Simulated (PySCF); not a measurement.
**Circular dichroism: `C=C(C)/C(C)=C/B(C)C`, C8H15B**

Geometry (Å), atoms numbered from 1 in this order:
```xyz
24

C     3.034   -0.286   -0.452
C     1.956    0.096    0.258
C     2.143    0.768    1.590
C     0.579   -0.148   -0.235
C     0.445   -0.827   -1.568
C    -0.500    0.255    0.487
B    -2.026    0.133    0.198
C    -2.954    1.247    0.823
C    -2.713   -1.052   -0.584
H     4.044   -0.116   -0.070
H     2.956   -0.777   -1.423
H     1.664    0.195    2.399
H     1.696    1.774    1.600
H     3.210    0.868    1.828
H     0.989   -0.270   -2.347
H    -0.600   -0.905   -1.881
H     0.875   -1.842   -1.542
H    -0.267    0.807    1.407
H    -2.481    2.239    0.887
H    -3.939    1.339    0.340
H    -3.147    0.933    1.869
H    -2.111   -1.965   -0.697
H    -3.681   -1.315   -0.126
H    -2.966   -0.689   -1.599
```

Method used: TDDFT CAM-B3LYP/def2-SVPD circular dichroism and optical rotation, one conformer, gas phase in PySCF 2.14.0. Geometry: PBE0-D3(BJ)/def2-SVP.

States above about 7.9 eV (minus the energy of the highest occupied orbital) lie near or above the ionisation threshold and depend on the basis. No stereocentre is labelled: unless the shape is locked (an allene, a helicene, a hindered biaryl), the mirror image is equally populated and a measured rotation or CD is zero.

Problem. List the lowest 12 singlet excitations with oscillator and rotatory strengths.

Solution. Rotatory strengths R in 10⁻⁴⁰ esu² cm², velocity form and length form (origin at the centre of mass); f in length form.
```
state  E (eV)  λ (nm)       f  R (velocity)  R (length)                                  main
    1    4.82     257   0.576        -116.8      -117.9                        HOMO→LUMO 0.94
    2    5.60     222   0.001          +6.5        +6.2                      HOMO−2→LUMO 0.94
    3    5.92     210   0.038         +72.5       +73.1    HOMO−1→LUMO 0.47, HOMO−3→LUMO 0.39
    4    6.35     195  0.0006          +5.3        +4.8    HOMO−3→LUMO 0.32, HOMO−1→LUMO 0.30
    5    6.37     195   0.009          -1.9        -2.1    HOMO→LUMO+1 0.55, HOMO−1→LUMO 0.17
    6    6.87     180   0.071         +15.0       +14.6                      HOMO→LUMO+3 0.91
    7    6.98     178   0.001          -8.9        -9.1                      HOMO−4→LUMO 0.84
    8    7.07     175   0.026         +26.5       +25.5                      HOMO→LUMO+2 0.75
    9    7.36     168   0.012          -0.9        -0.6                      HOMO→LUMO+4 0.92
   10    7.40     167   0.003          -9.0        -8.9  HOMO−5→LUMO 0.68, HOMO−2→LUMO+3 0.09
   11    7.84     158   0.009          -4.0        -2.7                      HOMO→LUMO+6 0.64
   12    7.96     156   0.002          +3.1        +3.2    HOMO→LUMO+5 0.28, HOMO→LUMO+7 0.23
```

Among the states computed, the strongest CD band (largest |R|) is state 1. The largest dissymmetry factor in size, g = 4R/(D+G), with D and G the electric and magnetic dipole strengths, is +0.09 for state 4 (velocity form, f = 0.0006), among bands with |R| over 0.5. The mirror image has the same energies and oscillator strengths and all R with the opposite sign.
